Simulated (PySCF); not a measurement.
A GIAO shielding run with PySCF (density fitting, non-relativistic, gas phase) on SMILES CCC[Si@H](Cl)SC, C4H11ClSSi:

```
$ OMP_NUM_THREADS=1 python probes_run.py task.json out

{"job": {"kind": "nmr", "xc": "PBE0", "basis": "pcSseg-1"}, "charge": 0, "multiplicity": 1}
C     -3.271703    -0.281691    -0.011501
C     -1.911318     0.254819     0.416943
C     -0.772928    -0.399926    -0.362489
Si     0.926687     0.216198     0.195799
Cl     1.146669     2.190912    -0.196673
S      2.415582    -0.915174    -0.865560
C      3.911651    -0.014859    -0.354217
H     -3.443950    -0.087349    -1.067914
H     -4.066353     0.192890     0.559668
H     -3.325474    -1.355951     0.152554
H     -1.883056     1.335565     0.263351
H     -1.772529     0.072656     1.484694
H     -0.912852    -0.205586    -1.428661
H     -0.830414    -1.482118    -0.237871
H      1.169174     0.039494     1.625927
H      4.052866    -0.122426     0.716259
H      4.743989    -0.462919    -0.885548
H      3.815198     1.031783    -0.623080
```

Hardware: 1 thread of an Arm Neoverse N1, shared host. The job also computes population analyses, field gradients.

(1) How large is the calculation?

(2) How long does it take, and how much memory does it need?

## Answers

(1) 82 electrons, 195 basis functions and 1081 auxiliary functions.

(2) 74 s of wall time, with 12 SCF cycles and 4 response iterations; peak memory 0.86 GiB. Times on a shared host scatter by some tens of per cent.
